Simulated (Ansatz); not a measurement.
Cost and result for the atomization energy of `C[S][GeH2][SiH3]` (12 atoms, 11 bonds).

```xyz
12

C    -2.065    0.028    0.574
S    -1.205   -1.531    0.232
Ge    0.460   -0.765   -1.025
Si    1.909    0.597    0.290
H    -1.431    0.724    1.123
H    -2.927   -0.221    1.192
H    -2.416    0.495   -0.347
H    -0.138    0.026   -2.209
H     1.178   -2.015   -1.558
H     2.582   -0.244    1.313
H     1.116    1.651    0.977
H     2.937    1.256   -0.561
```

The species carries charge 0 and has multiplicity 1. Correlated methods include outer-core shells of Ge, which these sets cover unevenly. Scalar relativity is left out up to krypton. All single points use the PBE0-D4/def2-TZVP geometry. It is one conformer, not always the lowest. Program: Ansatz. All runs use 4 threads of an Intel Xeon on a shared host. Times are those of one run each, without the atoms' runs, and a repeat can differ threefold. Electronic energies, without spin–orbit coupling; frozen cores. CCSD(T)/CBS adds CCSD(T) − MP2 in def2-TZVPP to the MP2 limit, and its time is that of the two runs behind it. T1 = 0.011. With those shells the extrapolation isn't a true limit. B3LYP takes the VWN-RPA correlation (the form of Gaussian; ORCA's B3LYP/G).

CCSD(T)/CBS is a level of theory with its own doubt, some kJ/mol a heavy atom from the limit and from the frozen cores, so smaller differences don't rank the functionals.

```tsv
level	functions	wall time	atomization (kcal/mol)	difference from CCSD(T)/CBS	per bond
PBE-D4/def2-TZVPP (with forces)	275	3.2 s	882.9	-2.6	-0.2
PBE0-D4/def2-TZVPP	275	4.4 s	878.3	-7.2	-0.7
r2SCAN-D4/def2-TZVPP (with forces)	275	5.5 s	885.1	-0.4	0.0
B3LYP-D4/def2-TZVPP (with forces)	275	6.5 s	880.6	-4.9	-0.4
B2PLYP/def2-TZVPP	275	7.5 s	868.9	-16.6	-1.5
ωB97X-V/def2-TZVPP	275	9.5 s	889.9	4.4	0.4
ωB97M-V/def2-TZVPP (with forces)	275	13 s	882.7	-2.8	-0.3
MP2/def2-QZVPP	526	37 s	872.6	-12.9	-1.2
CCSD(T)/def2-TZVPP	275	3 min	865.1	-20.4	-1.9
CCSD(T)/CBS(def2)	–	3.6 min	885.5	0.0	0.0
```

From PBE to PBE0 (25 % exact exchange), in def2-TZVPP and without D4, the atomization energy moves by −3.7 kcal/mol: exact exchange takes away binding that semilocal exchange gives to molecules. The D4 term adds +11.0 kcal/mol with B3LYP and +5.8 kcal/mol with PBE0; it sums over pairs of atoms, weighted by their polarisabilities, and B3LYP, whose exchange is more repulsive, gets the larger term. In def2-TZVPP, CCSD(T) changes the Hartree–Fock value by +208.3 kcal/mol (the triples alone add +10.3 kcal/mol) and MP2 by +204.0 kcal/mol; breaking electron pairs costs correlation energy, which Hartree–Fock lacks.
